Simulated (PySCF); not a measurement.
C3H8O2Si, SMILES OC[SiH]1COC1.

Geometry optimised at TPSSh-D3(BJ)/def2-SVP. The geometry has at least one imaginary mode, so it is a saddle point at that level. The structure was generated by enumeration, and PubChem lists no compound with its InChIKey, so it may never have been made. One conformer was computed; it need not be the lowest.

Two levels are set side by side: TDDFT-PBE/def2-SVPD (PySCF) and TDDFT-LC-ωPBE/def2-SVPD (PySCF). Vertical, same geometry. The lowest singlet is HOMO→LUMO 100 % with PBE and HOMO−1→LUMO 45 %, HOMO−1→LUMO+1 29 %, HOMO−3→LUMO 7 % with the other functional; states are paired by order. Differences are taken from unrounded values.

```csv
quantity,TDDFT-LC-ωPBE
lowest singlet excitation (eV),6.73
lowest triplet excitation (TDA) (eV),6.24
```

What does TDDFT-PBE give, and how far is it from TDDFT-LC-ωPBE? (The exact figures need the calculation; the answer reports its results.)


```
quantity                              TDDFT-PBE  TDDFT-PBE minus TDDFT-LC-ωPBE
------------------------------------  ---------  -----------------------------
lowest singlet excitation (eV)             4.91                          -1.82
lowest triplet excitation (TDA) (eV)       4.85                          -1.39
```

Functionals without exact exchange tend to place singlet excitations lower, as here. Differences between two approximate levels are no errors against the true value.

Rough cost on one machine, each run with all the roots and properties that it gave: TDDFT-LC-ωPBE against TDDFT-PBE about 7 times.
